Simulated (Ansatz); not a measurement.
Coupled-cluster diagnostics for the cluster Ni₂H₃⁺ (the lowest singlet isomer of a short search), Ansatz.

Geometry of the singlet (PBE0-D4/def2-TZVP):

| atom | x (Å) | y (Å) | z (Å) |
| --- | --- | --- | --- |
| Ni1 | -0.823 | 0.781 | 0.183 |
| Ni2 | 0.823 | -0.781 | -0.183 |
| H3 | 0.620 | 0.744 | -0.389 |
| H4 | 0.022 | -0.216 | 1.021 |
| H5 | -0.642 | -0.528 | -0.632 |

Correlated methods freeze 10 core orbitals; core or outer-core shells of Ni are correlated, in sets that lack core-valence functions. At PBE0-D4/def2-TZVP a triplet of charge 1 lies 1.73 eV below the restricted singlet, each at its own geometry. The structure comes from a short search, and lower isomers may exist.

Problem. Estimate the CCSD(T) correlation energy, the shares of MP2 and (T), T1 and the reference's ⟨S²⟩ for: charge 1, singlet, own geometry in def2-TZVPP; and the rough time on 4 threads of Arm Neoverse V2 on a shared host.

Solution. 
| state | basis | correlation (eV) | MP2 share (%) | (T) share (%) | T1 | ⟨S²⟩ (pure) | wall time | remarks |
| --- | --- | --- | --- | --- | --- | --- | --- | --- |
| charge 1, singlet, own geometry | def2-TZVPP | -48.005 | 93.3 | 7.7 | 0.144 | 0.00 (0.00) | 1.9 min | flagged by the program, large T1, restricted SCF unstable |
Customary marks for T1 are 0.02 (closed shells), 0.045 (open shells) and about 0.05 (3d metals). T1 exceeds 0.02 in 1 of 1 rows and 0.045 in 1; the higher it lies, the less the single-reference result can be trusted.
